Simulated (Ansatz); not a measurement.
A series at Hf: from `[OH][Hf]([Cl])([Cl])[Cl]`, ligands are replaced one by one, each step taking up H₂O and setting free HCl; n counts the steps. Ansatz, PBE0-D4/def2-TZVP geometries. Each molecule was computed in one conformer, which needn't be the lowest.

```tsv
n	molecule	HOMO energy, ωB97M-V/def2-TZVPP (eV)
0	`[OH][Hf]([Cl])([Cl])[Cl]`	-11.51
1	`[OH][Hf]([OH])([Cl])[Cl]`	-11.18
2	`[OH][Hf]([OH])([OH])[Cl]`	?
3	`[OH][Hf]([OH])([OH])[OH]`	-10.99
```

Problem. By hand: fit a straight line y = ȳ + b (n − n̄) to the 3 given rows and predict n = 2.

Solution. n̄ = 1.333, ȳ = -11.227; Σ(n − n̄)(y − ȳ) = 0.757, Σ(n − n̄)² = 4.667, so b = 0.162 eV a step. Prediction: -11.227 + (0.162) × (0.667) = -11.12 eV.

Problem. By hand: compare with the computed value, -10.91 eV, and give the steps along the whole series.

Solution. The line misses by 0.21 eV (computed minus predicted). Steps: 0.33, 0.27, -0.08 eV.

The steps change sign along the series, so a line is a poor guide. The highest orbital can change its character along such a series. The miss is 35.0 % of the series' range.
